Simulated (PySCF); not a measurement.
Structure with atom numbers: `[CH3:1][C@H:2]1[CH:3]=[CH:4][C:5](=[O:6])[O:7]1`. Hydrogens are named by the atom that carries them.

GIAO PBE0/pcSseg-1 shifts (PySCF 2.14.0 with density-fitted response routines, gas phase, non-relativistic, equivalent atoms averaged), each against references optimised in the same way as the molecule (TMS, H2O).

On the GFN2-xTB geometry: C5 175.5, C3 164.9, C4 131.2, C2 81.7, C1 22.6, O6 423.9, O7 238.8, H(C3) 7.49, H(C4) 6.20, H(C2) 5.12, H(C1) 1.40 ppm.

Problem. What changes on the PBE0-D3(BJ)/def2-SVP geometry?

Solution. 
```csv
atoms,δ (ppm),change
C5,172.5,-3.0
C3,164.8,-0.1
C4,130.6,-0.6
C2,78.6,-3.1
C1,21.0,-1.6
O6,421.5,-2.4
O7,241.7,+2.9
H(C3),7.40,-0.09
H(C4),6.08,-0.12
H(C2),4.80,-0.32
H(C1),1.34,-0.06
```

Bonds between heavy atoms that differ most (equivalent bonds averaged): C1–C2 1.529 → 1.517 Å, C5–O7 1.353 → 1.362 Å, C3–C4 1.327 → 1.334 Å, C5–O6 1.197 → 1.195 Å. Mean change of bonds to hydrogen: C–H +0.013 Å.
